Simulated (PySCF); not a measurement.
# Selenium: a sound run and one with changed settings

Sound run: Se²⁺ [Ar] 3d10 4s2 4p2, Se³⁺ [Ar] 3d10 4s2 4p1. All numbers are calculated (PySCF 2.14, the spin-free X2C one-electron Hamiltonian (Gaussian nucleus), in x2c-TZVPall). In the sound run the correlated levels freeze [Ar] 3d10. The sound run starts from symmetry-adapted Hartree-Fock orbitals and uses a fine grid where one is needed.

Changed run: no relativity, point nucleus. This setting is unsound on purpose.

| species | method | sound run (hartree) | changed run (hartree) | converged |
| --- | --- | --- | --- | --- |
| Se²⁺ | UHF | -2426.98624 | -2385.13470 | yes |
| Se²⁺ | r2SCAN | -2428.64001 | -2386.81216 | yes |
| Se²⁺ | MN15 | -2430.15660 | -2388.42691 | yes |
| Se²⁺ | MP2 | -2427.04301 | -2385.19239 | yes |
| Se²⁺ | CCSD(T) | -2427.06016 | -2385.21056 | yes |
| Se³⁺ | UHF | -2425.84731 | -2383.99605 | yes |
| Se³⁺ | r2SCAN | -2427.47045 | -2385.64236 | yes |
| Se³⁺ | MN15 | -2428.98997 | -2387.25973 | yes |
| Se³⁺ | MP2 | -2425.88968 | -2384.03932 | yes |
| Se³⁺ | CCSD(T) | -2425.90479 | -2384.05555 | yes |

Ionisation energy of Se²⁺:

```
 method  sound run (eV)  changed run (eV)
    UHF          30.992            30.984
 r2SCAN          31.825            31.832
   MN15          31.746            31.761
    MP2          31.384            31.376
SCS-MP2          31.307            31.300
   CCSD          31.417            31.406
CCSD(T)          31.439            31.429
```

Most of the change in total energy is the relativistic energy itself. On top of that the contraction fixes the core shape for the Hamiltonian it was made with, so the changed run is not a good calculation with the other Hamiltonian either.

For comparison, NIST gives 31.697 ± 0.019 eV between the lowest levels.
